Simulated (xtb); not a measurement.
Cd(NH2)(GeH3) (CdGeH5N), SMILES [Cd]([GeH3])[NH2]. All values are semi-empirical tight-binding results from xtb (GFN2-xTB unless named), good for trends rather than for accurate numbers. The structure is a stationary point at GFN2-xTB. The structure was generated by enumeration; whether it is a known compound was not checked. One conformer was computed; it need not be the lowest.

Optimised geometry:

```xyz
8

Cd    -0.3377     0.6087    -0.4829
N      0.7105     2.2307    -1.1746
H      0.3573     3.1358    -0.8617
H      0.7484     2.3211    -2.1905
Ge     0.2690    -1.3893     0.9487
H      1.3162    -2.3358     0.3840
H      0.9310    -1.0699     2.2796
H     -0.7255    -2.4237     1.4342
```
Charge 0, spin multiplicity 1.

For metal compounds this method's bond lengths and energies can be far off.

Computed properties:
```yaml
orbital_gap: 3.37 eV
zero_point_energy: 27.1 kcal/mol
G − E(el) at 298.15 K (modified RRHO): 5.9 kcal/mol
```

Question: Give the atomic charges and the Wiberg bond orders between heavy atoms. (The exact figures need the calculation; the answer reports its results.)

Answer: charges (e) Cd1 0.31, N2 -0.50, H3 0.13, H4 0.13, Ge5 0.02, H6 -0.03, H7 -0.03, H8 -0.03. Bond orders Cd1–N2 0.84, Cd1–Ge5 0.71.
